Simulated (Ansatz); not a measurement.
Cost and result for the atomization energy of `BNCC` (12 atoms, 11 bonds).

Cartesian coordinates in Å:
```
B 0.039 1.491 -1.345
N 0.285 0.218 -0.863
C 0.512 -0.165 0.515
C -0.556 -1.106 1.043
H -0.143 1.640 -2.519
H 0.016 2.409 -0.575
H 0.297 -0.560 -1.506
H 0.537 0.752 1.107
H 1.498 -0.635 0.611
H -0.597 -2.026 0.454
H -0.348 -1.384 2.079
H -1.540 -0.634 1.001
```

Charge 0, multiplicity 1. Geometry: relaxed with PBE0-D4/def2-TZVP. It is one conformer, not always the lowest. Program: Ansatz. All runs use 2 threads of a server CPU on a shared host. Times are those of one run each, without the atoms' runs, and a repeat can differ threefold. Electronic energies, without spin–orbit coupling; frozen cores. CCSD(T)/CBS adds CCSD(T) − MP2 in def2-TZVPP to the MP2 limit, and its time is that of the two runs behind it. T1 = 0.012. B3LYP takes the VWN-RPA correlation (the form of Gaussian; ORCA's B3LYP/G).

CCSD(T)/CBS is a level of theory with its own doubt, some kJ/mol a heavy atom from the limit and from the frozen cores, so smaller differences don't rank the functionals.

```
                             level  functions  wall time  atomization (kcal/mol)  difference from CCSD(T)/CBS  per bond
            LDA (SPW92)/def2-TZVPP        236      1.6 s                  1229.0                        145.1      13.2
                BLYP-D4/def2-TZVPP        236      2.8 s                  1087.8                          3.9       0.4
               BHLYP-D4/def2-TZVPP        236      3.3 s                  1067.8                        -16.1      -1.5
                PBE0-D4/def2-TZVPP        236      3.3 s                  1091.5                          7.6       0.7
                  CCSD(T)/def2-SVP         96        5 s                  1040.1                        -43.8      -4.0
 B3LYP-D4/def2-TZVPP (with forces)        236      5.5 s                  1092.7                          8.8       0.8
             r2SCANh-D4/def2-TZVPP        236      5.5 s                  1083.0                         -0.9      -0.1
r2SCAN-D4/def2-TZVPP (with forces)        236      6.5 s                  1087.3                          3.4       0.3
               PBE-QIDH/def2-TZVPP        236      6.5 s                  1081.7                         -2.2      -0.2
                 B97M-V/def2-TZVPP        236       12 s                  1087.8                          3.9       0.4
                    MP2/def2-QZVPP        468       32 s                  1082.7                         -1.2      -0.1
                CCSD(T)/def2-TZVPP        236    2.4 min                  1059.9                        -24.0      -2.2
                 CCSD(T)/CBS(def2)          –    2.9 min                  1083.9                          0.0       0.0
```

From BLYP to BHLYP (50 % exact exchange), in def2-TZVPP and without D4, the atomization energy moves by −15.1 kcal/mol: exact exchange takes away binding that semilocal exchange gives to molecules. The D4 term adds +6.5 kcal/mol with B3LYP and +3.4 kcal/mol with PBE0; it sums over pairs of atoms, weighted by their polarisabilities, and B3LYP, whose exchange is more repulsive, gets the larger term. At CCSD(T), def2-SVP lies −43.8 kcal/mol from the extrapolated value and def2-TZVPP −24.0 kcal/mol: correlation converges slowly with the basis, and small sets miss more of it in the bonded molecule than in its fragments.
